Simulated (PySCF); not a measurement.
Sn(H)3(NHMe) (CH7NSn), SMILES C[NH][SnH3]. Atoms are numbered in the order given.

```xyz
10

Sn     0.5969     0.0107     0.1179
N     -1.2524    -0.3333    -0.7477
C     -2.4361     0.2452    -0.1267
H      1.7253    -0.8864    -0.8319
H      0.8458     1.7149    -0.0102
H      0.6933    -0.4658     1.7922
H     -1.3871    -1.3338    -0.9377
H     -2.7196    -0.1620     0.8774
H     -3.3220     0.1176    -0.7887
H     -2.2994     1.3408     0.0003
```
Charge 0, spin multiplicity 1.

The structure is a stationary point at PBE-D3(BJ)/def2-SVP. The def2 effective core potentials stand for the cores of Sn; spin–orbit coupling is left out.

Computed with ωB97X/def2-TZVPD (PySCF).

Mulliken values depend strongly on the basis, most of all with diffuse functions as here. ESP charges are fitted to the potential on shells at 1.4 to 2.0 van der Waals radii. Atomic charges (e):

```tsv
atom	Mulliken	ESP fit
Sn1	0.56	…
N2	-0.45	-0.68
C3	-0.77	-0.09
H4	-0.11	…
H5	-0.12	…
H6	-0.12	…
H7	0.20	…
H8	0.26	0.06
H9	0.26	0.07
H10	0.28	0.11
```

Complete the blanks. (Estimate from the structure and the level; the computed values follow.)


- Sn1, ESP fit: 0.44
- H4, ESP fit: -0.08
- H5, ESP fit: -0.07
- H6, ESP fit: -0.09
- H7, ESP fit: 0.34
